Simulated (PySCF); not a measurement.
A GIAO shielding run with PySCF (density fitting, non-relativistic, gas phase) on SMILES [SiH3]O[SiH]1O[SiH2][SiH2]O1, H₈O₃Si₄:

```
$ OMP_NUM_THREADS=1 python probes_run.py task.json out

{"job": {"kind": "nmr", "xc": "PBE0", "basis": "pcSseg-1"}, "charge": 0, "multiplicity": 1}
Si     2.573890     0.184747    -0.470295
O      1.752283    -0.193908     0.880185
Si     0.268553    -0.278783     1.493456
O     -0.553919     1.085575     1.163737
Si    -1.800525     1.167397     0.089039
Si    -1.862411    -1.122383    -0.267416
O     -0.589044    -1.431701     0.732605
H      2.158113    -0.699614    -1.561656
H      3.952166    -0.042175    -0.045589
H      2.308188     1.580784    -0.822505
H      0.342257    -0.522040     2.909427
H     -2.856862     1.830443     0.858964
H     -1.307446     2.041483    -0.982192
H     -2.944604    -1.923759     0.312688
H     -1.445053    -1.668075    -1.564187
```

Hardware: 1 thread of an Arm Neoverse N1, shared host. The job also computes population analyses, field gradients, ring-centre shieldings.

Task: How large is the calculation?

Result: 88 electrons, 187 basis functions and 1071 auxiliary functions.

Task: How long does it take, and how much memory does it need?

Result: 67 s of wall time, with 13 SCF cycles and 4 response iterations; peak memory 0.84 GiB. Times on a shared host scatter by some tens of per cent.
